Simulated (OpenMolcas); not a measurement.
# Computed levels of P II

```yaml
Program: OpenMolcas
Method: "SS-RASPT2, IPEA 0.25 Eh, imaginary shift 0.1 Eh (closed shells correlated: 2s 2p)"
Basis: ANO-RCC-VTZP [5s4p2d1f]
Scalar_Hamiltonian: DKH2, point nucleus
Active_space: 4 electrons in 9 orbitals (RAS2 3s 3p; RAS3 3d, at most 2 electrons)
State_averaging: 2S+1 = 3 even, 6 roots; 2S+1 = 1 even, 11 roots; 2S+1 = 5 odd, 1 root; 2S+1 = 3 odd, 8 roots; 2S+1 = 1 odd, 8 roots
Spin-orbit_coupling: RASSI with atomic mean-field integrals over the reference wave functions, term energies averaged over their components
```

Spin-free terms above the lowest, with the occupations of the reference:

```
Configuration  Term  E (eV)              Occupations
      3s² 3p²    ³P  0.0000  3s 1.92 3p 2.02 3d 0.06
      3s² 3p²    ¹D   1.110  3s 1.93 3p 2.01 3d 0.06
      3s² 3p²    ¹S   2.707  3s 1.88 3p 2.05 3d 0.07
       3s 3p³   ⁵S°   5.382  3s 1.00 3p 2.96 3d 0.04
       3s 3p³   ³D°   7.978  3s 1.16 3p 2.62 3d 0.22
       3s 3p³   ³P°   9.503  3s 1.18 3p 2.55 3d 0.26
```

With spin-orbit coupling, above the lowest level:

```
Configuration  Term  J  E (eV)  Measured (eV)  Term weight %
      3s² 3p²    ³P  0  0.0000         0.0000            100
      3s² 3p²    ³P  1  0.0179         0.0204            100
      3s² 3p²    ³P  2  0.0514         0.0582            100
      3s² 3p²    ¹D  2   1.146         1.1013            100
      3s² 3p²    ¹S  0   2.743         2.6750            100
       3s 3p³   ⁵S°  2   5.417         5.6657            100
       3s 3p³   ³D°  1   8.010         8.0901            100
       3s 3p³   ³D°  2   8.011         8.0927            100
       3s 3p³   ³D°  3   8.014         8.0971            100
       3s 3p³   ³P°  2   9.536         9.5175             99
       3s 3p³   ³P°  1   9.539         9.5235            100
       3s 3p³   ³P°  0   9.540         9.5249            100
```

Against the 11 measured excited levels shown (NIST Handbook of Basic Atomic Spectroscopic Data) the mean absolute deviation is 490 cm-1; the largest miss in energy is 3s 3p³ ⁵S°₂: computed 5.417, measured 5.6657 eV (-4.4 %), and the largest in proportion 3s² 3p² ³P₁ (-12.6 %).

Spin-orbit coupling puts the lowest level 0.0349 eV below the lowest spin-free term.

For ³P the intervals divided by the larger J are 144.1, 135.2 cm-1. Landé's interval rule makes them equal in pure LS coupling; they differ by 6 % of their mean. The multiplet is regular.

Term energies are means over components that CASPT2 splits; among the terms shown or strongly mixed into the levels shown the widest spread is 21 cm-1 (3s² 3p² ¹D). The run also gave levels led by 3s 3p² 3d, 3s² 3p 3d, which use shells meant for correlation; these and all levels above them are left out. Some terms mix strongly with configurations of 3d, whose occupation reaches 0.26 (3s 3p³ ³D°, 3s 3p³ ³P°). Measured partners are found by configuration, term and J. A level has none where our copy of the source lacks it or the pairing is in doubt (some pairs that miss far off the trend of their configuration count as doubtful), and it then counts in no deviation. Only configurations of the active space appear. The first state left out of the spin-orbit step lies near 110000 cm-1 above the lowest spin-free state of the reference (among the parities and spins computed), and the list stops at four fifths of that energy or lower.

The term weight is that of the spin-free term in the level, not the purity of its configuration. ° marks odd parity.
